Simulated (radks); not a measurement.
Values are calculated unless marked as measured or tabulated.
Question: Spherical quantum dot in the effective-mass picture: electrons in a parabolic well V = omega^2 r^2 / 2 with omega = 0.182, all in effective atomic units (hartree* = m*/eps^2 hartree, bohr* = eps/m* bohr), one dielectric constant everywhere. Level of theory: non-relativistic Kohn-Sham, LDA (Slater exchange, Perdew-Wang correlation), spin-polarised, spherical densities (a radial shooting solver with Libxc functionals). Levels are named by radial order and angular momentum (1s, 1p, 1d, 2s, ...), and open shells are averaged over m. At N = 18 the configuration is 1s2 1p6 1d10. Does electron 19 go into 2s up or 1f up?

Answer: Into 2s up. The total energies of the other choices lie higher by 0.0503 hartree* (1f up).
